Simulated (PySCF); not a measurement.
## Distorted geometries of Tl(OH)

Tl(OH) (singlet). PySCF 2.14.0, RKS PBE0, Tl def2-SVP with ECP60, O def2-SVP, H def2-SVP; non-relativistic Hamiltonian with scalar-relativistic core potentials where named; density fitting; no spin-orbit coupling. Relaxed geometry:

```xyz
3

Tl    0.0976    0.0000    0.0191
O    -0.2393    0.0000    2.1269
H     0.4869    0.0000    2.7609
```

Order these distorted geometries by energy above the relaxed one, lowest first.
A.
```xyz
3

Tl    0.1089    0.0308   -0.0962
O    -0.3693    0.0280    2.2309
H     0.6057   -0.0588    2.7721
```
B.
```xyz
3

Tl    0.1548    0.0556    0.0799
O    -0.1978   -0.1306    2.0754
H     0.3882    0.0750    2.7516
```
C.
```xyz
3

Tl    0.0714   -0.0563    0.0511
O    -0.2463    0.0385    2.1381
H     0.5201    0.0178    2.7176
```

C (0.01 eV), B (0.14 eV), A (0.71 eV).

Which forces (eV/Å) act in the one that lies 0.71 eV up?


```
Tl  -0.37  0.00  1.92
O    4.46 -0.36  0.40
H   -4.09  0.37 -2.32
```
Forces carry noise of the integration grid, about 0.01 to 0.03 eV/Å.
